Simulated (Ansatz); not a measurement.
`C[O][In]([F])[F]` + `N=C=O` → `O=C=[N][In]([F])[F]` + CH₃OH at 700 K and 1 bar (ligand exchange at the In–O bond).

Isolated molecules relaxed with PBE0-D4/def2-TZVP in Ansatz; ΔE leaves out vibrations. CCSD(T)/CBS adds triple-zeta CCSD(T) − MP2 to the extrapolated MP2 energy (def2 sets, frozen cores). This one scheme is used for every species. def2 core potentials past Kr. For In outer-core shells are correlated without core-valence functions, which leaves a few kJ/mol of doubt a bond. One conformer a species, not always the lowest.

```csv
species,CCSD(T)/CBS energy (Eh),H − E (kJ/mol),S (J/(mol·K))
`C[O][In]([F])[F]`,-504.48097,187.4,480.8
`N=C=O`,-168.51995,89.3,283.6
`O=C=[N][In]([F])[F]`,-557.39754,109.0,472.1
CH₃OH,-115.61712,170.8,288.5
```

H − E and S are ideal-gas, rigid-rotor, harmonic terms from PBE0-D4/def2-TZVP, for one conformer and one mirror image of each species. 1 Eh = 2625.50 kJ/mol, R = 8.31446 J/(mol·K).

Problem. By hand: ΔE, ΔH, ΔS and ΔG.

Solution. ΔE = (-557.39754) + (-115.61712) − (-504.48097) − (-168.51995) = -0.01374 Eh = -36.1 kJ/mol. Δ(H − E) = 109.0 + 170.8 − 187.4 − 89.3 = 3.1, so ΔH = -33.0 kJ/mol. ΔS = 472.1 + 288.5 − 480.8 − 283.6 = -3.8 J/(mol·K). ΔG = -33.0 − 700 × (-3.8)/1000 = -30.3 kJ/mol.

Problem. By hand: the equilibrium constant, and the temperature at which ΔG would vanish if ΔH and ΔS stayed fixed.

Solution. log₁₀ K = −ΔG/(RT ln 10) = 2.3. ΔG = 0 at ΔH/ΔS = 8684 K, far beyond where these terms or the molecules hold.

The number of gas molecules stays the same, so ΔS is small and ΔH decides. A doubt of 5 kJ/mol in ΔE shifts log₁₀ K by 0.4 here. Other conformers and mirror images would add mixing entropy, several J/(mol·K) or more a flexible species. Modes under 60 cm⁻¹, often nearly free rotors, make the harmonic entropy too high. These are equilibria of isolated gas molecules and say nothing of rates. Largest T1 diagnostic: 0.018 (customary marks: 0.02 for closed shells, 0.045 for open ones).
